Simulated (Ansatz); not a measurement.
Ansatz (an electronic-structure program) input:
A basis named .json is the Basis Set Exchange file of that set.

Ansatz 0.2 input:
```yaml
crystal:
  periodic: [false, false, false]
  atoms:
    - {symbol: C, position_ang: [-2.25084546, -0.02756413, -0.11565726]}
    - {symbol: C, position_ang: [-1.11033469, 0.12750955, 0.49176546]}
    - {symbol: C, position_ang: [0.12917447, -0.71272209, 0.20559255]}
    - {symbol: C, position_ang: [1.27049657, 0.11341881, -0.17756154]}
    - {symbol: N, position_ang: [2.15944881, 0.77998730, -0.47294440]}
    - {symbol: H, position_ang: [-2.69045187, -0.63858073, -0.88760347]}
    - {symbol: H, position_ang: [-0.98962825, 0.88681393, 1.26095516]}
    - {symbol: H, position_ang: [-0.07015933, -1.43334932, -0.58841301]}
    - {symbol: H, position_ang: [0.40315246, -1.27864784, 1.10083702]}
basis:
  gaussian:
    orbitals: cc-pVTZ
    fitting: {mean_field: def2-universal-jkfit, correlation: cc-pVTZ-RIFIT.json}
magnetization: {spin_polarized: true, initial_magnetization: 1}
correlation: {method: mp2, electrons: outside_noble_gas}
```

Which total energy does the run end on?

-209.00561 Eh (RI-MP2/cc-pVTZ). The basis has 206 functions.

It need not be the lowest isomer of its formula.

The determinant is spin-contaminated: <S^2> is 0.93 against 0.75 for a pure state.
